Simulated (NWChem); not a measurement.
Species: SiH₂O, singlet; SMILES [SiH]O

```xyz
4

Si     0.1012    -0.6435     0.0000
H     -1.4581    -0.8532     0.0000
O      0.1011     1.0466     0.0000
H     -0.7680     1.4896     0.0000
```
Atoms are numbered in this order, from 1.

Computed with NWChem. Pople sets run with spherical d functions. Low-valent species are run as closed-shell singlets; no triplet was tried in these runs. Geometry: optimised at PBE-D3(BJ)/def2-SVP. Ions are spin-unrestricted doublets at the neutral geometry; other ion states weren't tried.

For level PBE/6-31+G*:

| Quantity | Result |
|---|---|
| −ε(HOMO) (eV) | 5.70 |

### Question
Estimate the same quantities for level PBE0/6-31+G*.

### Answer
* **−ε(HOMO) (eV)**: 6.79
